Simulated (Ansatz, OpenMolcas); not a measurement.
CBrClF2 (SMILES FC(F)(Cl)Br): methods side by side

CBrClF2 has 5 atoms, charge 0, and is taken as a singlet. SMILES: `FC(F)(Cl)Br`. Geometry: relaxed at PBE0-D4/def2-TZVP.

Quantity: the HOMO–LUMO gap, in eV. The values are calculated.

| level | kind | program | value (eV) | CPU time |
| --- | --- | --- | --- | --- |
| HF/cc-pVDZ | Hartree–Fock | Ansatz | 14.85 | 4.1 s |
| PBE/cc-pVDZ | GGA | Ansatz | 5.24 | 7.7 s |
| TPSS/cc-pVDZ | meta-GGA | OpenMolcas | 5.43 | 36 s |
| r2SCAN/cc-pVDZ | meta-GGA | Ansatz | 5.72 | 17 s |
| M06-2X/cc-pVDZ | hybrid meta-GGA | OpenMolcas | 9.84 | 34 s |
| CAM-B3LYP/cc-pVDZ | range-separated hybrid | Ansatz | ? | 11 s |
| wB97M-V/cc-pVDZ | range-separated hybrid | Ansatz | 12.13 | 85 s |
| wB97X/cc-pVDZ | range-separated hybrid | Ansatz | ? | 31 s |

Question: Estimate the missing values from the other rows.

Answer: As computed at these levels: CAM-B3LYP/cc-pVDZ: 10.18 eV; wB97X/cc-pVDZ: 12.34 eV. All-electron rows without a relativistic Hamiltonian named are non-relativistic. The values span 5.24 to 14.85 eV. Orbital gaps aren't excitation energies; they tend to grow with the share of exact exchange. CPU times are rough (shared hosts, several kinds of processor): they show what a rung costs within a factor of a few.
